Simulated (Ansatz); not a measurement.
Calculated with Ansatz (gas phase, PBE0-D4/def2-TZVP geometries, no zero-point term in ΔE). CCSD(T)/CBS adds triple-zeta CCSD(T) − MP2 to the extrapolated MP2 energy (def2 sets, frozen cores). This one scheme is used for every species. DFT in def2-TZVPP. HSE06 is defined as in plane-wave codes. For Br, Ga outer-core shells are correlated without core-valence functions, which leaves a few kJ/mol of doubt a bond. Scalar relativity is left out up to krypton. Each species was taken in one conformer, which may not be the lowest.

Reaction (ligand exchange at a Ga–N bond): `[NH2][Ga]([OH])[Br]` + `O[SiH3]` → `[OH][Ga]([Br])[O][SiH3]` + NH₃

`[NH2][Ga]([OH])[Br]`:

Z-matrix (Å, degrees):
```
N
Ga 1 1.805
H 1 1.006 2 122.8
H 1 1.006 2 120.6 3 154.7
O 2 1.776 1 124.3 3 16.3
Br 2 2.270 1 119.7 3 -166.8
H 5 0.960 2 113.9 1 -0.5
```

`O[SiH3]`:

```xyz
6

O     0.988   -0.810   -0.103
Si   -0.383    0.096    0.024
H     1.828   -0.351   -0.108
H    -0.409    0.879    1.290
H    -1.508   -0.866    0.005
H    -0.516    1.053   -1.109
```

`[OH][Ga]([Br])[O][SiH3]`:

Cartesian coordinates in Å:
```
O 0.754 -0.056 -2.866
Ga 0.761 0.421 -1.166
Br 2.182 2.017 -0.443
O -0.361 -0.376 -0.058
Si -0.762 -0.322 1.529
H 0.106 -0.743 -3.050
H -1.159 -1.687 1.958
H 0.385 0.138 2.359
H -1.905 0.607 1.737
```

NH₃:

Cartesian coordinates in Å:
```
N -0.004 0.099 -0.264
H 0.940 0.021 0.092
H -0.513 0.702 0.371
H -0.423 -0.821 -0.200
```

Question: Is it downhill or uphill in electronic energy at CCSD(T)/CBS, and by how much? (An estimate is asked.)

Answer: Computed: Downhill: ΔE = -33.2 kJ/mol.

Question: What do these levels give: HSE06-D4, ωB97M-V, HF/def2-SVP, CCSD(T)/def2-SVP, HF/def2-TZVPP, CCSD(T)/def2-TZVPP? (Estimate.)

Answer: The calculation gave: HSE06-D4 -33.2, ωB97M-V -33.4, HF/def2-SVP -45.3, CCSD(T)/def2-SVP -46.7, HF/def2-TZVPP -39.7, CCSD(T)/def2-TZVPP -38.3 kJ/mol.

Largest T1 diagnostic among the species: 0.012.

The D4 term adds −4.8 kJ/mol with B3LYP and −2.9 kJ/mol with PBE0; it sums over pairs of atoms, weighted by their polarisabilities, and B3LYP, whose exchange is more repulsive, gets the larger term. At CCSD(T), def2-SVP lies −13.5 kJ/mol from the extrapolated value and def2-TZVPP −5.1 kJ/mol.

B3LYP here is the variant with VWN-RPA as its local correlation; programs differ in this.
